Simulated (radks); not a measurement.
Results of a calculation; reference values are marked as such.
Task: Species: W LXX. Configuration: [He] 2s2 2p1. Level of theory: Dirac Kohn-Sham, exchange-only PBE, spin-unpolarised, spherical densities, finite nucleus; open shells fill j = l - 1/2 first; Fermi nuclear charge, rms radius 5.3658 fm (a radial shooting solver on a logarithmic mesh with Libxc functionals). Some entries of the table are withheld. Estimate them.

| orbital | occ. | eigenvalue (hartree) | <r^2> (bohr^2) |
|---|---|---|---|
| 1s1/2 | 2 | (1) | 0.0004598 |
| 2s1/2 | 2 | -695.5218 | 0.006510 |
| 2p1/2 | 1 | -686.2006 | (2) |
| 2p3/2 | 0 | -631.0270 | (3) |
| 3s1/2 | 0 | -296.8421 | 0.03450 |
| 3p1/2 | 0 | (4) | (5) |
| 3p3/2 | 0 | (6) | (7) |

Result: 
(1) 1s1/2 eigenvalue (hartree): -2846.678
(2) 2p1/2 <r^2> (bohr^2): 0.004559
(3) 2p3/2 <r^2> (bohr^2): 0.005588
(4) 3p1/2 eigenvalue (hartree): -293.8576
(5) 3p1/2 <r^2> (bohr^2): 0.03018
(6) 3p3/2 eigenvalue (hartree): -277.8237
(7) 3p3/2 <r^2> (bohr^2): 0.03404
